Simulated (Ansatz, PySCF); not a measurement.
Si(H)(F)2(OEt) (C₂H₆F₂OSi), SMILES CCO[SiH](F)F. Atoms are numbered in the order given.

```xyz
12

Si     0.8453     0.2662     0.6319
F      1.7265    -1.0026     0.1598
F      1.3241     1.4870    -0.3112
O     -0.7414    -0.0339     0.4159
C     -1.3587    -0.3960    -0.8180
C     -2.8478    -0.5675    -0.5966
H      1.1034     0.5770     2.0412
H     -1.1638     0.3898    -1.5693
H     -0.9083    -1.3333    -1.1900
H     -3.2923     0.3713    -0.2327
H     -3.3454    -0.8509    -1.5371
H     -3.0364    -1.3525     0.1514
```

Geometry: ωB97X-D3(BJ)/def2-SVP. This is a generated structure with no PubChem entry under its InChIKey; it may be hypothetical. Other conformers were not sampled.

Two levels are set side by side: PBE-D3(BJ)/def2-SVP (Ansatz, an electronic-structure program) and ωB97X-D3(BJ)/def2-SVP (PySCF). Each level has its own optimised geometry; the coordinates shown are those of the second. Frequencies come from the Hessian of PySCF at each geometry. Differences are taken from unrounded values.

| quantity | ωB97X-D3(BJ) |
|---|---|
| mean bond length (Å) | 1.344 |
| bond Si1–F2 (Å) | 1.615 |
| bond Si1–F3 (Å) | 1.615 |
| bond Si1–O4 (Å) | 1.629 |
| bond O4–C5 (Å) | 1.426 |
| bond C5–C6 (Å) | 1.515 |
| bond Si1–H7 (Å) | 1.466 |
| bond C5–H8 (Å) | 1.104 |
| bond C5–H9 (Å) | 1.104 |
| bond C6–H10 (Å) | 1.101 |
| bond C6–H11 (Å) | 1.101 |
| bond C6–H12 (Å) | 1.101 |
| highest harmonic wavenumber (cm⁻¹) | 3178 |
| mean harmonic wavenumber (cm⁻¹) | 1273 |
| zero-point energy (kcal/mol) | 54.58 |

Task: What does PBE-D3(BJ) give, and how far is it from ωB97X-D3(BJ)? (An estimate is asked for; the answer gives what the named calculation found.)

Result: 
```csv
quantity,PBE-D3(BJ),PBE-D3(BJ) minus ωB97X-D3(BJ)
mean bond length (Å),1.353,0.009
bond Si1–F2 (Å),1.627,0.012
bond Si1–F3 (Å),1.627,0.012
bond Si1–O4 (Å),1.645,0.016
bond O4–C5 (Å),1.435,0.009
bond C5–C6 (Å),1.517,0.002
bond Si1–H7 (Å),1.480,0.013
bond C5–H8 (Å),1.113,0.009
bond C5–H9 (Å),1.113,0.009
bond C6–H10 (Å),1.108,0.007
bond C6–H11 (Å),1.108,0.007
bond C6–H12 (Å),1.108,0.007
highest harmonic wavenumber (cm⁻¹),3079,-100
mean harmonic wavenumber (cm⁻¹),1222,-51
zero-point energy (kcal/mol),52.40,-2.19
```

Exact exchange shortens and stiffens bonds; PBE has none. Differences between two approximate levels are no errors against the true value.
